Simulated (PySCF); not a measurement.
ZnClBr, SMILES [Cl][Zn][Br].

Coordinates come from a PBE0-D3(BJ)/def2-TZVP optimisation.

Computed with TDDFT-B3LYP/def2-SVPD in PySCF.

Vertical excitations; the highest root listed may be one member of a degenerate set. The molecule is in vacuum. State labels are in the subgroup C2v.

```csv
state,symmetry,energy (eV),λ (nm),f,main pairs
S1,B2,5.27,235,0.007,HOMO→LUMO (degenerate set)
S2,B1,5.27,235,0.007,HOMO−1→LUMO (degenerate set)
S3,B1,5.94,209,0.037,HOMO−3→LUMO (degenerate set)
S4,B2,5.94,209,0.037,HOMO−2→LUMO (degenerate set)
S5,A2,6.65,186,0.000,"HOMO−1→LUMO+2 50 %, HOMO→LUMO+1 50 %"
S6,A1,6.69,185,0.000,"HOMO−1→LUMO+1, HOMO→LUMO+2 (degenerate set)"
S7,A2,6.69,185,0.000,"HOMO→LUMO+1, HOMO−1→LUMO+2 (degenerate set)"
S8,A1,6.76,183,0.013,"HOMO−4→LUMO 46 %, HOMO→LUMO+2 26 %, HOMO−1→LUMO+1 26 %"
S9,A2,7.28,170,0.000,"HOMO−3→LUMO+2 50 %, HOMO−2→LUMO+1 50 %"
S10,A1,7.33,169,0.000,"HOMO−2→LUMO+2 50 %, HOMO−3→LUMO+1 50 %"
T1,B2,4.97,250,0,HOMO→LUMO (degenerate set)
T2,B1,4.97,250,0,HOMO−1→LUMO (degenerate set)
T3,B2,5.58,222,0,HOMO−2→LUMO (degenerate set)
T4,B1,5.58,222,0,HOMO−3→LUMO (degenerate set)
```
Triplets are in the Tamm–Dancoff approximation, which puts them higher than full response would, so one can lie above its singlet here.
